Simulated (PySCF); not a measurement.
germylsilane (H₆GeSi), singlet, geometry from GFN2-xTB. Base run: HF/STO-3G (PySCF).

Here is a job for PySCF.
```python
from pyscf import gto, scf

mol = gto.Mole()
mol.atom = '''
    Si   -1.56704071    0.16693932    0.03758954
    Ge    0.74957058   -0.07985294   -0.01798040
    H    -2.14643979   -0.68810588    1.07390640
    H    -1.92532104    1.55570653    0.32693199
    H    -2.15072553   -0.20470937   -1.25157588
    H     1.24574300   -1.41299042   -0.49700975
    H     1.48093017    0.88627488   -0.90376928
    H     1.44812445    0.08196777    1.30063566
'''
mol.basis = 'sto-3g'
mol.verbose = 4
mol.build()

mf = scf.RHF(mol)
mf.kernel()
mo_i, mo_e, stable_i, stable_e = mf.stability(internal=True, external=True, return_status=True, nroots=6, tol=1e-6)
print('internally stable:', stable_i, ' externally stable:', stable_e)
if not stable_e:
    umf = mf.to_uhf() if not hasattr(mf, 'xc') else mf.to_uks()
    umf.scf_summary = {}
    umf.kernel(umf.make_rdm1(mo_e, umf.mo_occ))
mf.analyze()
```

The bond that is stretched is that between atoms 8 and 2. A test that says stable can miss a lower solution.

Variants of this job, named by their change:

| change | ΔE vs base (kcal/mol) | <S^2> | E after following the instability (Eh) | <S^2> there | HOMO-LUMO gap (eV) | stability test says |
|---|---|---|---|---|---|---|
| base | 0.000 | 0.000 | - | - | 20.40 | stable |
| bond × 1.25 | 32.81 | 0.000 | - | - | 18.24 | stable |
| bond × 1.5 | 84.6 | 0.000 | -2340.75070 | 0.47 | 13.88 | external instability |
| bond × 1.8 | 144.4 | 0.000 | -2340.71989 | 0.88 | 9.78 | external instability |
| bond × 2.2 | 200.7 | 0.000 | -2340.71081 | 0.99 | 6.38 | external instability |
| bond × 3.0 | 245.8 | 0.000 | -2340.70932 | 1.00 | 3.62 | external instability |

Where a bond breaks into two radicals, a solution with restricted orbitals usually stops being the lowest and lies too high; an unrestricted one lies lower at the price of spin contamination, which <S^2> shows.
